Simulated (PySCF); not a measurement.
# Os⁶⁴⁺: ionisation energy

Os⁶⁴⁺ [Ne] 3s2 (1S) → Os⁶⁵⁺ [Ne] 3s1 (2S), as a difference of total energies. Calculation: PySCF 2.14, in an even-tempered Gaussian basis (17 s from 19 bohr⁻², ratio 2.5; 12 p from 25 bohr⁻², ratio 2.5; 4 d from 89 bohr⁻², ratio 2.7; 4 f from 130 bohr⁻², ratio 2.7); the spin-free X2C one-electron Hamiltonian (Gaussian nucleus). Correlated levels: outer shells: 1s2 frozen; virtual orbitals above 40 to 60 times the deepest correlated orbital energy dropped. The calculations carry no spin-orbit coupling.

| method | ionisation energy (eV) |
| --- | --- |
| UHF | 7472.8 |
| LDA | 7477.9 |
| PBE | 7482.8 |
| PBE0 | 7480.6 |
| r2SCAN | 7472.2 |
| BP86 | 7482.0 |
| TPSS | 7479.4 |
| MP2 (outer shells) | 7476.1 |
| SCS-MP2 (outer shells) | 7476.5 |

Task: How much does correlation contribute at MP2 (outer shells)?

Result: 7476.1 − (7472.8) = 3.3 eV, measured against UHF.

Breit and QED terms and the two-electron picture change are absent.

For comparison: 7468 ± 24 eV (theoretical estimate listed by NIST; NIST Atomic Spectra Database, ionization energies).
